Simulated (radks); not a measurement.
Question: Radial electron density D(r) = 4 pi r^2 rho(r) of an atom or ion with 35 electrons. Method: scalar-relativistic Kohn-Sham, PBE, spin-polarised, spherical densities, finite nucleus; Fermi nuclear charge, rms radius of each element as measured or else 0.836 A^(1/3) + 0.57 fm; computed with a radial shooting solver on a logarithmic mesh with Libxc functionals.

r (bohr)  D(r) (e/bohr)   spin D(r)
0.006017          10.79  -0.0000282
0.006893          13.17  -0.0000192
0.007834          15.76    1.33e-07
0.008976          18.87   0.0000403
0.01028           22.34    0.000114
0.01169           25.86    0.000232
0.01339           29.77    0.000438
0.01534           33.69    0.000772
0.01744           37.19     0.00126
0.01998           40.44     0.00206
0.02289           42.94     0.00326
0.02601           44.38     0.00491
0.0298            44.77     0.00740
0.03414           43.99      0.0109
0.0388            42.36      0.0152
0.04446           40.14      0.0212
0.05093           38.08      0.0284
0.05789           37.00      0.0362
0.06632           37.42      0.0447
0.07599           39.77      0.0522
0.08636           43.49      0.0567
0.09894           48.14      0.0568
0.1125            51.86      0.0510
0.1288            53.61      0.0381
0.1476            52.05      0.0207
0.1678            47.58     0.00467
0.1922            40.90    -0.00436
0.2202            34.43     0.00257
0.2503            30.58      0.0273
0.2867            29.99      0.0690
0.3285            32.41       0.113
0.3734            35.51       0.139
0.4277            37.21       0.133
0.4901            35.55      0.0922
0.557             30.84      0.0379
0.6381            23.83    -0.00308
0.7311            16.75     0.00975
0.8309            11.49      0.0898
0.952             7.995       0.241
1.091             6.375       0.426
1.24              5.823       0.584
1.42              5.472       0.683
1.614             4.913       0.684
1.849             3.977       0.594
2.119             2.860       0.446
2.408             1.867       0.298
2.759             1.045       0.167
3.161            0.5100      0.0804
3.592            0.2274      0.0347
4.116           0.08227      0.0119
4.715           0.02460     0.00327
5.359          0.006462    0.000762
6.14           0.001228    0.000120

What is the nuclear charge?

Answer: Z = 36. The innermost maximum, from 1s, lies near gamma/Z bohr with gamma = sqrt(1 - (Z/c)^2) = 0.965, here 0.0268 bohr (found: 0.0291), and its height grows with Z. The density is that of the krypton ion Kr+ in [Ar] 3d10 4s2 4p5; the configuration itself is not fixed sharply by these data, and Z only to about a unit. D(r) has 3 maxima, at r = 0.0291, 0.130, 0.431 bohr, and minima at 0.0603, 0.273 bohr, inside which lie 2.07, 11.01 electrons.
